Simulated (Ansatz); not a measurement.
`[NH][GeH2][Cl]` radical. Total charge 0; spin multiplicity 2. All single points use the PBE0-D4/def2-TZVP geometry. It is one conformer, not always the lowest.

```xyz
6

N    -0.610   -1.065    0.851
Ge    0.429    0.102   -0.139
Cl   -0.745    1.664   -1.066
H    -1.597   -0.791    0.808
H     1.100   -0.692   -1.265
H     1.422    0.782    0.811
```

Problem. What is the dipole moment at B3LYP/def2-TZVPP? (Estimate.)

Solution. The calculation gave: 0.56 D, with components (0.46, -0.28, 0.13) D in this frame, pointing from negative to positive charge.

Problem. And with PBE, r2SCAN, ωB97M-V? (Best estimate.)

Solution. Ansatz gave: PBE 0.57 D, r2SCAN 0.59 D, ωB97M-V 0.55 D.

Problem. Give the Mulliken charges with B3LYP, PBE, r2SCAN in def2-TZVPP. (An estimate is asked.)

Solution. Ansatz gave: 
```json
{"atom": "N1", "B3LYP": "-0.32", "PBE": "-0.30", "r2SCAN": "-0.33"}
{"atom": "Ge2", "B3LYP": "0.45", "PBE": "0.41", "r2SCAN": "0.49"}
{"atom": "Cl3", "B3LYP": "-0.32", "PBE": "-0.30", "r2SCAN": "-0.33"}
{"atom": "H4", "B3LYP": "0.15", "PBE": "0.16", "r2SCAN": "0.16"}
{"atom": "H5", "B3LYP": "0.02", "PBE": "0.02", "r2SCAN": "0.01"}
{"atom": "H6", "B3LYP": "0.02", "PBE": "0.02", "r2SCAN": "0.01"}
```

B3LYP here is the variant with VWN-RPA as its local correlation; programs differ in this.
